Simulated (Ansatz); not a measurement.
A nudged elastic band was laid between two geometries of BFH2O + ClH (7 atoms, charge 0, multiplicity 1).

All numbers below come from RKS PBE0/def2-SVP in Ansatz.

```json
{
 "movable images": "5",
 "climbing image": "yes",
 "spring": "5.0 eV/Å²",
 "optimiser": "quadratic models (default)",
 "start path": "through a guess of the saddle point",
 "force threshold": "0.5 eV/Å",
 "iteration limit": "60",
 "end points": "relaxed"
}
```

First end point:

```xyz
7
Properties=species:S:1:pos:R:3
B 0.022 -0.373 -0.128
F -0.100 -0.356 1.210
H 1.096 -0.171 -0.625
O -1.043 -0.639 -0.891
H -1.856 -0.784 -0.392
Cl -0.339 2.868 1.272
H -0.111 1.697 1.759
```

Last end point:

```xyz
7
Properties=species:S:1:pos:R:3
B -0.227 0.466 -0.361
F 0.065 -0.054 2.281
H 0.837 -0.049 -0.582
O -1.413 -0.106 -0.579
H -1.337 -1.023 -0.866
Cl -0.244 2.155 0.213
H -0.014 0.853 2.098
```

Which bonds break or form, and what moves?

Bonds broken: B1–F2, Cl6–H7. Bonds formed: B1–Cl6, F2–H7. BFH2O + ClH becomes BClH2O + FH.

Give the energies along the band, and the barrier.

The run converged. The highest image is number 3 of 0 to 6, 1.30 eV above the first end and 0.70 eV above the last; the last end lies 0.60 eV above the first. The threshold of 0.5 eV/Å is loose, so the images may lie well off the minimum-energy path. The order of the stationary point at the top wasn't checked. The orbitals stay closed-shell, which can raise the energy where a bond breaks towards radicals; this wasn't checked here.

| image | path coordinate (Å) | energy (eV) | B1–F2 (Å) | Cl6–H7 (Å) | B1–Cl6 (Å) |
| --- | --- | --- | --- | --- | --- |
| 0 | 0.00 | 0.00 | 1.34 | 1.29 | 3.55 |
| 1 | 0.53 | 0.04 | 1.36 | 1.29 | 3.11 |
| 2 | 1.07 | 0.36 | 1.38 | 1.32 | 2.59 |
| 3 | 1.60 | 1.30 | 1.55 | 1.51 | 2.12 |
| 4 | 2.14 | 1.12 | 1.87 | 1.85 | 1.89 |
| 5 | 2.68 | 0.68 | 2.28 | 2.15 | 1.80 |
| 6 | 3.21 | 0.60 | 2.71 | 2.30 | 1.78 |

What is the geometry of the highest image?


```xyz
7
Properties=species:S:1:pos:R:3
B -0.054 0.178 -0.026
F -0.126 -0.180 1.482
H 1.063 0.086 -0.450
O -1.144 -0.209 -0.715
H -1.721 -0.840 -0.282
Cl -0.180 2.191 0.620
H -0.170 1.018 1.575
```

The band took 5 iterations and of the order of 70 core-seconds.

Time of the run: 66 s on 1 thread of Arm Neoverse V2, on a shared host, peak memory 0.16 GiB.
